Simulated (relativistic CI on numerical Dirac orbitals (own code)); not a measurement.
**Tc³⁺: 4p photoemission**

Computed with this model: Dirac-Coulomb-Breit CI, KLI orbitals optimised for each configuration, QED by a radiative potential, valence Slater integrals scaled by 0.8, multiplet model of photoemission in the sudden approximation; configurations [Kr] 4d4 → [Ar] 3d10 4s2 4p5 4d4; 300 K; Lorentzian 1.2 eV and Gaussian 0.6 eV FWHM. Energies are those of the free ion, without screening or charge transfer. The energies are binding energies and can lie tens of eV above those of solids. S is read from ⟨S²⟩ = S(S + 1).

Field parameters in Wybourne normalisation: Td as Oh with Dq negative (B⁴₀ = 21Dq, B⁴₄ = √(5/14) B⁴₀). The field is a parameter set, without covalency.

Computed curve for Td, 10Dq = -16700 cm⁻¹, scaled to 100 at the maximum (points under 2 are left out and the grid is thinned):

Energy (eV), Intensity and a bar:
```
     76.2        2.0 
     76.6        2.3 
     77.0        2.7 
     77.4        3.2 
     77.6        3.5 
     78.0        4.3 #
     78.4        5.3 #
     78.8        6.8 #
     79.2        9.1 ##
     79.6       12.9 ###
     79.8       15.7 ####
     80.2       24.8 #######
     80.6       42.3 #############
     81.0       71.9 ######################
     81.4       98.0 ##############################
     81.8       94.1 #############################
     82.2       72.6 ######################
     82.4       62.8 ###################
     82.8       49.9 ###############
     83.2       43.0 #############
     83.6       39.6 ############
     84.0       38.9 ############
     84.4       38.4 ###########
     84.6       37.8 ###########
     85.0       35.7 ###########
     85.4       32.1 #########
     85.8       28.2 ########
     86.2       25.0 #######
     86.6       22.2 ######
     87.0       19.6 #####
     87.2       18.4 #####
     87.6       16.2 ####
     88.0       14.6 ####
     88.4       13.9 ####
     88.8       13.3 ####
     89.2       12.8 ###
     89.6       11.8 ###
     89.8       11.3 ###
     90.2       10.3 ###
     90.6        9.8 ##
     91.0        9.8 ##
     91.4        9.9 ##
     91.8        9.8 ##
     92.0        9.6 ##
     92.4        8.8 ##
     92.8        8.0 ##
     93.2        7.2 ##
     93.6        6.8 #
     94.0        6.8 #
     94.4        7.1 ##
     94.6        7.4 ##
     95.0        7.9 ##
     95.4        8.3 ##
     95.8        7.8 ##
     96.2        6.2 #
     96.6        4.5 #
     96.8        4.0 #
     97.2        3.5 
     97.6        2.9 
     98.0        2.2
```

The ground state has S = 0.12, and the centroid lies at 84.53 eV.
